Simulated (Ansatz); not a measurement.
Z-matrix (Å, degrees):
```
Si
H 1 1.4919
C 1 1.8641 2 108.62
C 3 1.3305 1 123.76 2 0.00
H 4 1.0862 3 121.75 1 0.02
H 4 1.0865 5 116.24 3 -179.95
H 3 1.0893 4 118.27 5 -179.96
Si 1 2.3419 2 109.42 5 -120.73
H 8 1.4882 1 111.31 2 58.11
H 8 1.4884 9 108.77 1 121.85
H 8 1.4891 9 108.46 10 117.62
Si 1 2.3419 2 109.45 5 120.75
H 12 1.4882 1 111.27 2 -58.14
H 12 1.4884 13 108.77 1 -121.88
H 12 1.4891 13 108.46 14 -117.61
```
Charge 0, multiplicity 1.

The numbers are results of frozen-core CCSD(T)/cc-pVTZ // PBE0-D3(BJ)/def2-TZVP in Ansatz (a program for electronic structure), not measurements.

| Property | Value |
|---|---|
| HF energy | -948.39381 Ha |
| MP2 correlation energy | -0.70498 Ha |

Question: Estimate the CCSD correlation energy, the (T) correction, the total energy and the T1 diagnostic.

Answer: 
- CCSD correlation energy: -0.78575 Ha
- (T) correction: -0.03242 Ha
- CCSD(T) total energy: -949.21198 Ha
- T1 diagnostic: 0.013
